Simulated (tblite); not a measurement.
Isomers of C10H8N2. Calculated harmonic vibrations of the isolated species, GFN2-xTB (tblite), most abundant isotopes, no scaling. Errors from tens to a few hundred cm⁻¹ against measured bands are possible. One conformer each.

Electronic energies: GFN2-xTB at the same geometries; isomer energies are rough at this level and their order can be wrong.

```json
{"SMILES": "c1ccc(-c2ccnnc2)cc1", "electronic energy, lowest = 0 (kJ/mol)": "80.3"}
{"SMILES": "c1ccc(-c2ccccn2)nc1", "electronic energy, lowest = 0 (kJ/mol)": "0.0"}
{"SMILES": "C#Cc1nncc(CC)c1C#C", "electronic energy, lowest = 0 (kJ/mol)": "387.0"}
{"SMILES": "C#CCn1ncc2ccccc21", "electronic energy, lowest = 0 (kJ/mol)": "140.3"}
```

Task: How do GFN2-xTB zero-point energies change the relative energies?

Result: 
```tsv
SMILES	ZPE (kJ/mol)	of it from modes above 1550 cm⁻¹	electronic (kJ/mol)	with ZPE, lowest = 0 (kJ/mol)	lowest mode (cm⁻¹)	rings
c1ccc(-c2ccccn2)nc1	398.9	185.0	0.0	0.0	42	2
c1ccc(-c2ccnnc2)cc1	398.6	166.4	80.3	80.0	66	2
C#CCn1ncc2ccccc21	395.7	181.0	140.3	137.0	40	2
C#Cc1nncc(CC)c1C#C	384.2	176.0	387.0	372.2	43	1
```

The zero-point energies span 14.7 kJ/mol, from `C#Cc1nncc(CC)c1C#C` to `c1ccc(-c2ccccn2)nc1`. The order is unchanged.

Task: What do entropy and thermal enthalpy add at 298.15 K and 1 bar (rigid rotor, harmonic oscillator, one conformer each)?

Result: 
```json
{"SMILES": "c1ccc(-c2ccccn2)nc1", "point group": "C2h", "symmetry number": "2", "S (J/(mol K))": "394.1", "H − H(0) (kJ/mol)": "26.60", "ZPE + H − H(0) − TS (kJ/mol)": "308.0"}
{"SMILES": "c1ccc(-c2ccnnc2)cc1", "point group": "C1", "symmetry number": "1", "S (J/(mol K))": "398.6", "H − H(0) (kJ/mol)": "26.67", "ZPE + H − H(0) − TS (kJ/mol)": "306.4"}
{"SMILES": "C#CCn1ncc2ccccc21", "point group": "C1", "symmetry number": "1", "S (J/(mol K))": "412.8", "H − H(0) (kJ/mol)": "28.56", "ZPE + H − H(0) − TS (kJ/mol)": "301.2"}
{"SMILES": "C#Cc1nncc(CC)c1C#C", "point group": "C1", "symmetry number": "1", "S (J/(mol K))": "454.1", "H − H(0) (kJ/mol)": "34.17", "ZPE + H − H(0) − TS (kJ/mol)": "282.9"}
```
